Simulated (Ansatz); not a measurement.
Reactions of CH5BOSi (`O=CB[SiH3]`).

Isolated molecules relaxed with PBE0-D4/def2-TZVP in Ansatz; ΔE leaves out vibrations. CCSD(T)/CBS adds triple-zeta CCSD(T) − MP2 to the extrapolated MP2 energy (def2 sets, frozen cores). This one scheme is used for every species. Elements past krypton have def2 core potentials. For Sn, Te outer-core shells are correlated without core-valence functions, which leaves a few kJ/mol of doubt a bond. One conformer a species, not always the lowest.

(1) Order these by ΔE at CCSD(T)/CBS, lowest first. (Best estimate.)
A. `O=CB[SiH3]` + `CC[SiH2][TeH]` → `O=CB[TeH]` + `CC[SiH2][SiH3]`
B. `O=CB[SiH3]` + CH₃NH₂ → `CNB[SiH3]` + `C=O`
C. `O=CB[SiH3]` + `C[SiH2]O` → `C[SiH2]OB[SiH3]` + `C=O`
D. `O=CB[SiH3]` → `BC=O` + `[SiH2]`
E. `O=CB[SiH3]` + `C[O][SnH]([OH])[Cl]` → `C[O][SnH]([Cl])[O][SiH3]` + `BC=O`
F. `O=CB[SiH3]` + `BN[SiH3]` → `BN([SiH3])[SiH3]` + `BC=O`
G. `O=CB[SiH3]` → `[SiH3]C1BO1`
H. `O=CB[SiH3]` → `B[SiH2]C=O`

Largest T1 diagnostic: 0.021, for `BC=O`.

Results:

(1) B (-38.4 kcal/mol), C (-32.2 kcal/mol), E (-28.0 kcal/mol), G (-25.8 kcal/mol), F (-12.1 kcal/mol), A (-6.9 kcal/mol), H (+5.8 kcal/mol), D (+54.0 kcal/mol).
